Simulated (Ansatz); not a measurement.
CH7N3Si, SMILES `N=C[SiH](N)N`. The species carries charge 0 and has multiplicity 1. All single points use the PBE0-D4/def2-TZVP geometry. It is one conformer, not always the lowest.

```xyz
12

N     2.149    0.471   -0.136
C     1.135    0.175   -0.843
Si   -0.436   -0.477   -0.003
N    -1.879    0.320   -0.447
N    -0.073   -0.265    1.640
H     2.930    0.805   -0.704
H     1.149    0.284   -1.940
H    -0.651   -1.868   -0.503
H    -2.515   -0.058   -1.126
H    -2.066    1.283   -0.224
H    -0.630   -0.603    2.404
H     0.886   -0.068    1.882
```

Question: What is the dipole moment at ωB97M-V/def2-TZVPP? (Estimate.)

Answer: Ansatz gave: 1.50 D, with components (-0.82, 0.56, -1.13) D in this frame, pointing from negative to positive charge.

Question: And with PBE, r2SCAN, B3LYP? (An estimate is asked.)

Answer: Computed: PBE 1.43 D, r2SCAN 1.47 D, B3LYP 1.49 D.

Question: Give the Mulliken charges with ωB97M-V, B3LYP, PBE in def2-TZVPP. (An estimate is asked.)

Answer: Ansatz gave: 
```csv
atom,ωB97M-V,B3LYP,PBE
N1,-0.27,-0.27,-0.26
C2,-0.11,-0.10,-0.09
Si3,0.52,0.56,0.44
N4,-0.37,-0.41,-0.38
N5,-0.37,-0.40,-0.38
H6,0.11,0.14,0.15
H7,0.08,0.06,0.04
H8,-0.08,-0.13,-0.12
H9,0.12,0.14,0.15
H10,0.12,0.14,0.15
H11,0.11,0.13,0.15
H12,0.13,0.15,0.15
```

B3LYP here is the variant with VWN-RPA as its local correlation; programs differ in this.
